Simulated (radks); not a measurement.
Species: Sm I. Configuration: [Xe] 4f6 6s2 (the NIST ground configuration).

Method: scalar-relativistic Kohn-Sham, r2SCAN, spin-polarised, spherical densities, finite nucleus; open shells are filled with parallel spins first (spin-orbit coupling, left out, can overturn this in heavy ions); meta-GGA in the generalised Kohn-Sham scheme; Fermi nuclear charge, rms radius 5.0819 fm; computed with a radial shooting solver on a logarithmic mesh with Libxc functionals.

Energy parts (Ry):
total: -20855.8490
kinetic: 22292.1205
electron-nucleus: -50772.1414
Hartree: 8096.3269
exchange-correlation: -472.1551

Orbitals (lengths in bohr, moments of r in powers of bohr; r(90%) holds 90 % of the orbital's charge):
orbital,occ.,eigenvalue (Ry),r(90%),<r>,<r^2>
1s up,1,-3435.640,0.0411,0.02275,0.0007051
1s down,1,-3435.640,0.0411,0.02275,0.0007051
2s down,1,-562.8827,0.150,0.09698,0.01111
2s up,1,-562.8809,0.150,0.09698,0.01111
2p down,3,-501.8635,0.139,0.08548,0.008920
2p up,3,-501.8629,0.139,0.08548,0.008921
3s up,1,-123.9075,0.373,0.2546,0.07409
3s down,1,-123.7364,0.373,0.2544,0.07396
3p up,3,-104.7287,0.379,0.2531,0.07427
3p down,3,-104.5573,0.378,0.2529,0.07411
3d up,5,-78.75268,0.360,0.2311,0.06284
3d down,5,-78.61870,0.360,0.2308,0.06265
4s up,1,-25.02536,0.832,0.5798,0.3792
4s down,1,-24.58196,0.832,0.5795,0.3788
4p up,3,-18.69501,0.892,0.6138,0.4282
4p down,3,-18.24570,0.891,0.6134,0.4278
4d up,5,-9.78074,1.01,0.6715,0.5232
4d down,5,-9.32313,1.01,0.6720,0.5246
5s up,1,-3.36301,2.02,1.403,2.215
5s down,1,-3.12434,2.08,1.438,2.330
5p up,3,-1.83082,2.41,1.641,3.064
5p down,3,-1.66011,2.49,1.692,3.262
4f up,6,-0.28856,1.72,0.9842,1.327
6s up,1,-0.27801,6.32,4.296,20.87
6s down,1,-0.25300,6.72,4.564,23.59

The highest occupied level is 6s down at -3.442 eV. Spin moment in Bohr magnetons: 6. Summed over all electrons, <r^2> = 85.81 bohr^2, which gives a Langevin (diamagnetic) susceptibility term of -68 x 10^-6 cm^3/mol.
